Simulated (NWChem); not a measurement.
System: MoCl$_{5}$, doublet; SMILES [Cl][Mo]([Cl])([Cl])([Cl])[Cl]

In the optimisation the excess spin sits in a' (Cs, its own frame). Not confirmed as a minimum by frequencies. def2 effective core potentials on Mo; no spin-orbit coupling.

Give the equilibrium geometry at PBE0/def2-SVP with def2 effective core potentials on Mo, spin-unrestricted (NWChem) as a list of bonds and angles, with the point group.

point group C2v; any orientation.
Bonds (Å): Mo1–Cl2 2.304, Mo1–Cl3 2.232, Mo1–Cl4 2.232, Mo1–Cl5 2.241, Mo1–Cl6 2.305. Angles (°): Cl2–Mo1–Cl3 90.5, Cl2–Mo1–Cl4 90.5, Cl2–Mo1–Cl5 88.9, Cl2–Mo1–Cl6 177.7, Cl3–Mo1–Cl4 124.1, Cl3–Mo1–Cl5 117.9, Cl3–Mo1–Cl6 90.5, Cl4–Mo1–Cl5 117.9, Cl4–Mo1–Cl6 90.5, Cl5–Mo1–Cl6 88.9.
